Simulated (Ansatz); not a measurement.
The cluster Nb2B2, relaxed as a triplet with UKS r2SCAN-D4/def2-TZVP in Ansatz, starting from the r2SCAN-D4/def2-TZVP geometry of the neutral singlet. Force threshold 0.02 eV/Å.

In the def2 sets Nb takes a core potential; there is no spin–orbit coupling. The structure comes from a short search, and lower isomers may exist.

Start:

```xyz
4

Nb    0.550    1.086   -0.889
Nb   -1.419    0.491   -0.131
B     1.125   -0.580    0.244
B    -0.255   -0.997    0.776
```

**Question.** Estimate the energy that the relaxation releases and the steps that it takes.

**Answer.** 100.7 kJ/mol, in 9 steps; 78 s on 2 threads of Arm Neoverse V2 on a shared host. No frequencies were taken in this run, so the end may be a saddle point.

**Question.** Does the start keep its bonding and symmetry?

**Answer.** Bonds lost: Nb2–B3 (atoms count from 1). Point group C2v at the start, Cs at the end, both within 0.05 Å.

**Question.** Predict the relaxed structure.

**Answer.** 
Cartesian coordinates in Å:
```
Nb 0.465 0.921 -0.754
Nb -1.645 0.560 -0.145
B 1.355 -0.734 0.320
B -0.175 -0.747 0.578
```
Bond lengths (bridged metal pairs left out): 3 × B–Nb 2.10 to 2.23 Å; 1 × Nb–Nb 2.23 Å; 1 × B–B 1.55 Å.
